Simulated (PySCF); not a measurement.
## Radial density of Mg (magnesium, neutral)

HSE06, [Ne] 3s1 3p1, high-spin 3P determinant (an excited configuration). All numbers are calculated (PySCF 2.14, no relativity, point nucleus, in aug-cc-pVQZ (7s6p4d3f2g, 84 functions)).

| r (bohr) | 4πr²ρ (e/bohr) | 4πr²(ρα − ρβ) |
| --- | --- | --- |
| 0.00224 | 0.06516 | 0.0001 |
| 0.00377 | 0.1778 | 0.0003 |
| 0.00633 | 0.4729 | 0.0007 |
| 0.0107 | 1.207 | 0.0017 |
| 0.0179 | 2.869 | 0.0041 |
| 0.0301 | 6.065 | 0.0086 |
| 0.0507 | 10.54 | 0.0143 |
| 0.0853 | 13.33 | 0.0152 |
| 0.143 | 10.61 | 0.0078 |
| 0.241 | 7.333 | 0.0241 |
| 0.406 | 10.32 | 0.0796 |
| 0.683 | 9.351 | 0.0357 |
| 1.15 | 2.805 | 0.0446 |
| 1.93 | 0.6242 | 0.4473 |
| 3.25 | 0.5738 | 0.5726 |
| 5.46 | 0.1678 | 0.1678 |
| 9.19 | 0.009307 | 0.0093 |
| 15.5 | 3.546e-05 | 0.0000 |
